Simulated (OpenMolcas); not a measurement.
# B I: CASPT2 settings compared

```json
{
  "Program": "OpenMolcas 26.06",
  "Basis": "ANO-RCC-VQZP [5s4p3d2f1g]",
  "Scalar Hamiltonian": "DKH2, point nucleus",
  "Active space": "3 electrons in 4 orbitals (2s 2p)",
  "State averaging": "2S+1 = 2 odd, 3 roots; 2S+1 = 2 even, 5 roots; 2S+1 = 4 even, 3 roots kept (CI in the orbitals of an earlier block)",
  "Spin-orbit coupling": "RASSI with atomic mean-field integrals over the reference wave functions, term energies averaged over their components"
}
```

Methods on the same reference wave functions:
A. CASSCF
B. SS-CASPT2, IPEA 0.2 Eh, imaginary shift 0.25 Eh (closed shells correlated: 1s)
C. SS-CASPT2, IPEA 0.35 Eh, sigma1 regulariser 0.4 Eh (closed shells correlated: none)
D. SS-CASPT2, IPEA 0.3 Eh, sigma1 regulariser 0.4 Eh (closed shells correlated: 1s)

Energies in cm⁻¹ above 2s² 2p ²P°_1/2, the measured ground level; measured values from NIST Handbook of Basic Atomic Spectroscopic Data.

| Level | A | B | C | D | Measured |
| --- | --- | --- | --- | --- | --- |
| 2s² 2p ²P°_1/2 | 0.0 | 0.0 | 0.0 | 0.0 | 0.0 |
| 2s² 2p ²P°_3/2 | 14.5 | 14.5 | 14.5 | 14.5 | 15.3 |
| 2s 2p² ⁴P_1/2 | 25062 | 27590 | 27600 | 27550 | 28870 |
| 2s 2p² ⁴P_3/2 | 25067 | 27590 | 27600 | 27560 | 28875 |
| 2s 2p² ⁴P_5/2 | 25075 | 27600 | 27610 | 27560 | 28881 |
| 2s 2p² ²D_3/2 | 54636 | 49000 | 49900 | 49500 | 47857 |
| 2s 2p² ²D_5/2 | 54636 | 49000 | 49900 | 49500 | 47857 |

Deviations, from unrounded energies. A percentage is the sum of absolute deviations over the sum of measured energies, with the sign that they share, or ± where signs differ.

```
                  Against measurement  Levels      A     B     C     D
       mean absolute deviation (cm-1)       6   4200  1000  1300  1200
fine structure of the ground term (%)       1   -5.0  -5.0  -5.0  -5.0
             other configurations (%)       5  ±13.7  ±3.4  ±4.3  ±4.0
```

B lies closest to measurement on these levels and A furthest from it. The largest miss of B in the table is 2s 2p² ⁴P_3/2, by -1300 cm-1. The ranking rests on the paired levels alone, and a cruder setting can come out closer through cancelling errors.

Among B to D the level of the table that moves most is 2s 2p² ²D_3/2, by 900 cm-1 (lowest in B, highest in C). Moves below CASPT2's spread within the term are not significant.

The lowest spin-free term lies below A's lowest term by 0.070 hartree in B, 0.030 hartree in C, 0.069 hartree in D.

Term energies are means over components that CASPT2 splits; among the terms shown or strongly mixed into the levels shown the widest spread is 14 cm-1 (2s 2p² ²D, C). Terms from blocks run as CI alone lack orbitals of their own. Without dynamic correlation excited terms often stand tens of per cent too high (terms of higher spin than the ground term too low), and those without a measured partner can miss by more than the paired ones (holds for A). Measured partners are found by configuration, term and J. A level has none where our copy of the source lacks it or the pairing is in doubt (some pairs that miss far off the trend of their configuration count as doubtful), and it then counts in no deviation. Levels of configurations outside the active space are missing.

° marks odd parity.
